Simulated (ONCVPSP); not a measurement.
scandium: variants of one ONCV potential

Base potential:

scandium, optimised norm-conserving Vanderbilt (ONCV), made with ONCVPSP 4.0.1 (PBE, fully relativistic). Core [Ne], reference 3s2 3p6 3d1 4s2. Waves: 3s+4s: rc 1.90 bohr, ncon 4, nbas 7, qcut 8.4 1/bohr, 3 projectors, debl 3.7 Ha; 3p: rc 1.55 bohr, ncon 4, nbas 8, qcut 9.4 1/bohr, 2 projectors, debl 3 Ha; 3d: rc 1.55 bohr, ncon 4, nbas 8, qcut 8.5 1/bohr, local. Local part: the d channel. Core correction: Teter function, fcfact 5.75, rcfact 1.65.

Open shells are filled in proportion to 2j + 1.

All-electron outer shells of the reference configuration (PBE, scalar-relativistic, ld1.x):

```csv
shell,level (eV),outermost node (bohr),outermost maximum (bohr)
2p,-388.26,–,0.23
3s,-55.04,0.42,0.92
3p,-33.63,0.39,0.97
4s,-4.18,1.33,3.14
3d,-3.23,–,1.10
```

Cutoffs, loose and tight: the cutoffs (Ha) at which the residual kinetic energy of the hardest occupied pseudo-wave falls to 1 and 0.1 mHa per electron. They do not see the model core or the augmentation charge, which bear on the density cutoff. Test errors are all-electron minus pseudo excitation energies from the reference, over the configurations 3s2 3p6 3d1 4s1; 3s2 3p6 3d1 4s0; 3s2 3p6 3d0 4s0; 3s2 3p6 3d0 4s2 4p1. A dash means not determined; rows that change the core or the reference have their own tests. The largest error is taken over the tests solved by every variant that gives reliable tests at all: 3s2 3p6 3d0 4s2 4p1; 3s2 3p6 3d1 4s0; 3s2 3p6 3d1 4s1.

| change | outcome | cutoff, loose | cutoff, tight | bound ghosts | GHOST(+) flags above zero | largest test error (meV) |
| --- | --- | --- | --- | --- | --- | --- |
| base | generated | 30 Ha | 35 Ha | none | s | +31 |
| s: qcut 11.3 | generated | 30 Ha | 35 Ha | none | none | +30 |
| core correction Teter function, fcfact 5.75, rcfact 1.06 | generated | 30 Ha | 35 Ha | none | s | +31 |
| reference 3s2 3p6 3d1 4s1.5 4p0.5; wave 3p: rc 1.55 bohr, ncon 4, nbas 8, qcut 9.4 1/bohr, 2 projectors, debl 3 Ha becomes 3p+4p: rc 1.55 bohr, ncon 4, nbas 8, qcut 9.4 1/bohr, 2 projectors | generated | 30 Ha | 35 Ha | none | s | +28 |

(1) What comes out with this change to the base: d: rc 1.1?

## Answers

(1) outcome: generated; cutoff, loose: 122 Ha; cutoff, tight: 193 Ha; bound ghosts: none; GHOST(+) flags above zero: none; largest test error (meV): +13.
